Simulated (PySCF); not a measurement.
A run for PySCF: R-HF/3-21G on C2H6FN (a complex), monomers drawn apart or pushed together.

```python
from pyscf import gto, scf, dft, mp
from pyscf.data.elements import chemcore

mol = gto.M(
    atom='''
    C    -0.87117176    0.98217052    0.08530888
    N    -0.11875750    0.13958578    0.64317204
    C     0.56416924   -0.86247084   -0.15016902
    H    -1.37650676    1.72740964    0.69348369
    H    -1.04150251    0.99873208   -0.99527204
    H     0.34360864   -0.78095898   -1.21971435
    H     1.63898639   -0.76360373    0.00986895
    H     0.27397852   -1.85130364    0.20846698
    F     0.37244382    0.23203700    4.53216631
    H     0.25147605    0.20947334    3.57515988
    ''',
    basis='3-21g',
    charge=0, spin=0, verbose=3, max_memory=1800)
mf = scf.RHF(mol)
mf.conv_tol = 1e-8
mf.max_cycle = 100
mf.kernel()
if not mf.converged:
    mf = mf.newton().run(mf.mo_coeff, mf.mo_occ)
```

It printed:

```
converged SCF energy = -231.779357972351
```

The calculation finished and met its thresholds.

Cost: about 0.09 core-seconds (a rough figure).
